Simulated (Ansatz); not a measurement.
C$_{4}$H$_{6}$BN, relaxed with RKS PBE-D4/def2-SVP in Ansatz from a rough embedded geometry. The force threshold is 0.03 eV/Å; the program also tests the step.

The species carries charge 0 and has multiplicity 1. The bonds changed during the relaxation, so this is another structure than the one it started from.

Start:

```xyz
12

C    -0.703    1.448    0.546
C    -0.898   -0.065    0.437
B     0.426   -0.837   -0.060
C     1.107   -1.234   -1.397
C     1.913   -1.519   -0.552
N     1.734   -1.400    0.669
H    -1.587    1.936    0.859
H    -0.373    1.794   -0.467
H     0.185    1.674    1.274
H    -1.189   -0.430    1.461
H    -1.702   -0.260   -0.272
H     1.088   -1.108   -2.497
```

| step | energy (eV) | largest force (eV/Å) | largest move (Å) |
| --- | --- | --- | --- |
| 1 | -6394.2012 | 11.270 | 0.000 |
| 2 | -6395.9657 | 2.202 | 0.145 |
| 3 | -6396.1623 | 0.663 | 0.080 |
| 4 | -6396.1982 | 0.746 | 0.037 |
| 5 | -6396.4059 | 1.080 | 0.200 |
| 6 | -6396.5756 | 1.502 | 0.195 |
| 7 | -6396.7011 | 1.558 | 0.197 |
| 8 (rejected) | -6396.6751 | 2.336 | 0.117 |
| 9 | -6396.8264 | 1.423 | 0.057 |
| 10 | -6396.9429 | 0.770 | 0.097 |
| 11 | -6397.0487 | 0.613 | 0.150 |
| 13 | -6397.1611 | 0.771 | 0.164 |
| 15 | -6397.2079 | 0.648 | 0.193 |
| 17 | -6397.2193 | 0.464 | 0.098 |
| 19 | -6397.2419 | 0.132 | 0.150 |
| 21 | -6397.2636 | 0.143 | 0.200 |
| 23 | -6397.2705 | 0.393 | 0.052 |
| 25 | -6397.2750 | 0.126 | 0.089 |
| 27 | -6397.2761 | 0.025 | 0.038 |
| 29 | -6397.2768 | 0.129 | 0.056 |
| 31 | -6397.2773 | 0.063 | 0.052 |
| 33 (rejected) | -6397.2714 | 0.243 | 0.043 |
| 35 | -6397.2778 | 0.027 | 0.038 |

End:

```xyz
12

C    -0.993    1.580    0.609
C    -1.068    0.078    0.277
B     0.134   -0.564   -0.408
C     1.223   -1.188   -1.060
C     2.342   -1.716   -0.365
N     3.268   -2.153    0.218
H    -1.927    1.927    1.096
H    -0.840    2.188   -0.305
H    -0.151    1.796    1.296
H    -1.271   -0.535    1.188
H    -1.942   -0.152   -0.381
H     1.226   -1.263   -2.164
```

It took 34 s on 4 threads of an Arm Neoverse V2 on a shared host, with 0.16 GiB of host memory at the peak.
